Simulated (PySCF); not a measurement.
Si(Cl)(F)2(SeH) (ClF2HSeSi), SMILES F[Si](F)(Cl)[SeH]. Atoms are numbered in the order given.

```xyz
6

F     -1.3924    -0.9253    -1.0987
Si    -0.5961    -0.3025     0.1487
F     -0.7021    -1.3554     1.3585
Cl    -1.5373     1.3953     0.7738
Se     1.5137     0.0112    -0.5385
H      1.8643     0.6597     0.7359
```

Geometry optimised at r2SCAN-D4/def2-SVP. The structure was generated by enumeration, and PubChem lists no compound with its InChIKey, so it may never have been made. The values are those of a single conformer.

Level of theory: PBE0/pcSseg-1 run with PySCF.

GIAO shieldings, no solvent; atoms listed in one row are averaged. δ = σ(ref) − σ: ¹⁹F against CFCl3 (σ = 167.2 ppm); ²⁹Si against TMS (σ = 352.7 ppm); ³⁵Cl against HCl (σ = 945.9 ppm); ⁷⁷Se against Me2Se (σ = 1740.1 ppm); ¹H against TMS (σ = 31.56 ppm), references at their B3LYP-D3(BJ)/def2-TZVP geometries, non-relativistic (without spin–orbit terms, shifts of atoms bonded to Cl or Br come out too high).

```json
[
 {"nucleus": "¹⁹F", "atoms": "F3", "count": "1", "δ (ppm)": "-94.5"},
 {"nucleus": "¹⁹F", "atoms": "F1", "count": "1", "δ (ppm)": "-114.8"},
 {"nucleus": "²⁹Si", "atoms": "Si2", "count": "1", "δ (ppm)": "-4.5"},
 {"nucleus": "³⁵Cl", "atoms": "Cl4", "count": "1", "δ (ppm)": "134.2"},
 {"nucleus": "⁷⁷Se", "atoms": "Se5", "count": "1", "δ (ppm)": "-307.3"},
 {"nucleus": "¹H", "atoms": "H6", "count": "1", "δ (ppm)": "1.53"}
]
```
